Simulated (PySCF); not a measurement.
Species: C6H7N2 (doublet state).
SMILES with atom numbers: `[H]/[N:2]=[C:3]1\[CH2:4][C@H:5]2[CH:6]=[N:7][C:8]1[CH2:9]2` (hydrogens: H1 on N2; H10, H11 on C4; H12 on C5; H13 on C6; H14, H15 on C9)

Geometry (GFN2-xTB, Å), atoms numbered from 1 in this order:
```xyz
15
C6H7N2 angstrom
H      2.9880    0.0236   -0.9065
N      2.1243    0.1131   -1.4357
C      1.0636    0.0155   -0.7890
C      0.8221   -0.2263    0.7126
C     -0.7201   -0.1279    0.8298
C     -1.0627    1.2769    0.3683
N     -0.7865    1.4219   -0.8634
C     -0.3240    0.1566   -1.3023
C     -1.1190   -0.8548   -0.4701
H      1.3511    0.5096    1.3199
H      1.1675   -1.2252    0.9824
H     -1.1383   -0.4635    1.7761
H     -1.4312    2.0810    0.9822
H     -2.1865   -0.8168   -0.6796
H     -0.7529   -1.8757   -0.5465
```

The hyperfine couplings belong to this conformer and change with its torsions.

Computed, not measured: UKS B3LYP, pcH-1 on C H N, non-relativistic, mean-field spin-orbit, GIAO in PySCF 2.14.0. Geometry: GFN2-xTB; no solvent, vibrations or thermal averaging. A GFN2-xTB geometry isn't a minimum of the functional, and hyperfine couplings can be far from their values at a DFT geometry. No stability test was run, so a lower SCF solution isn't excluded.

Computed for the main isotopes (class means, splittings of 0.05 mT or more): g = 2.0024; N7 14N +44.6 MHz (1.59 mT); H14 1H +8.1 MHz (0.29 mT); H1 1H -5.9 MHz (0.21 mT); H13 1H -5.1 MHz (0.18 mT); H12 1H +3.2 MHz (0.11 mT); H11 1H +2.2 MHz (0.08 mT); 96 first-order lines, 4.06 mT wide. Two of these splittings differ by less than 0.03 mT, so with lines wider than that fewer lines would be seen.

Question: What changes when 14N at N7 is replaced by 15N?

Answer: The spin density stays the same (vibrational effects aside), so a scales with the nuclear g factor: -0.56638/0.40376 = -1.4028, so a goes from +44.6 to -62.6 MHz (2.235 mT). The spin goes from 1 to 1/2, so the 1:1:1 triplet becomes a 1:1 doublet. The spectrum then has 64 first-order lines over 3.11 mT.

Question: What changes when 1H at H11 is replaced by 2H?

Answer: The spin density stays the same (vibrational effects aside), so a scales with the nuclear g factor: 0.85744/5.58569 = 0.1535, so a goes from +2.2 to +0.3 MHz (0.012 mT). The spin goes from 1/2 to 1, so the 1:1 doublet becomes a 1:1:1 triplet. The spectrum then has 144 first-order lines over 4.00 mT, counting the new splitting although it is under 0.05 mT.

Question: Where do the 13C satellites of C8 appear, and how strong are they?

Answer: a = +422.5 MHz, or 15.08 mT in magnitude, and I = 1/2, so to first order each main line has two satellites, at ±7.54 mT. The isotope's abundance is about 1.07 %, shared among 2 lines, so each has 0.54 % of the main line's intensity. At 340 mT second-order shifts move them to lower field by up to 0.17 mT.

Question: Give position and intensity of the satellites from 13C at C6.

Answer: a = +65.8 MHz, or 2.35 mT in magnitude, and I = 1/2, so to first order each main line has two satellites, at ±1.17 mT. The isotope's abundance is about 1.07 %, shared among 2 lines, so each has 0.54 % of the main line's intensity.

Time: 2.5 min (grids of density and orbitals included); peak memory 1.1 GiB. Hardware: one thread of an Intel Xeon at 2.50 GHz, no GPU (shared host).
